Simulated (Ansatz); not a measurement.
`BrB1CCO1` + `[ZnH][Br]` → `B1CCO1` + `[Br][Zn][Br]`  (redistribution)

Calculated with Ansatz (gas phase, PBE0-D4/def2-TZVP geometries, no zero-point term in ΔE). CCSD(T)/CBS is the MP2 limit (def2-TZVPP, def2-QZVPP) plus CCSD(T) − MP2 in def2-TZVPP, frozen cores. For Br, Zn outer-core shells are correlated without core-valence functions, which leaves a few kJ/mol of doubt a bond. Scalar relativity is left out up to krypton.

```csv
species,CCSD(T)/CBS(def2) energy (Eh)
`BrB1CCO1`,-2751.85873
`[ZnH][Br]`,-4352.34557
`B1CCO1`,-179.08918
`[Br][Zn][Br]`,-6925.13790
```

**Question.** Work out ΔE.

**Answer.** ΔE = (-179.08918) + (-6925.13790) − (-2751.85873) − (-4352.34557) = -0.02278 Eh = -59.8 kJ/mol.

Largest T1 diagnostic among the species: 0.014.

The D4 term adds +3.8 kJ/mol with B3LYP and +2.1 kJ/mol with PBE0; it sums over pairs of atoms, weighted by their polarisabilities, and B3LYP, whose exchange is more repulsive, gets the larger term. In def2-TZVPP, CCSD(T) changes the Hartree–Fock value by +36.7 kJ/mol (the triples alone add +5.2 kJ/mol) and MP2 by +39.6 kJ/mol. From PBE to PBE0 (25 % exact exchange), in def2-TZVPP and without D4, ΔE moves by −9.7 kJ/mol.

B3LYP here is the variant with VWN-RPA as its local correlation; programs differ in this.
